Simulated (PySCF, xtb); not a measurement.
Zn(k2OAc)2 (C4H6O4Zn), SMILES [O]1C(C)=[O]->[Zn]21<-[O]=C(C)[O]2.

xtb with GFN2-xTB at its own geometry gives an orbital gap of 5.37 eV and a dipole moment of 0.10 D.

The structure is a stationary point at B3LYP-D3(BJ)/def2-SVP. The isomer is the one that the SMILES or the coordinates give; other isomers of the formula were not compared. One conformer was computed; it need not be the lowest.

Task: What does PySCF with B3LYP/def2-SVP give? (The exact figures need the calculation; the answer reports its results.)

Result: gap 7.37 eV (levels -7.87 and -0.50 eV), dipole 0.16 D.
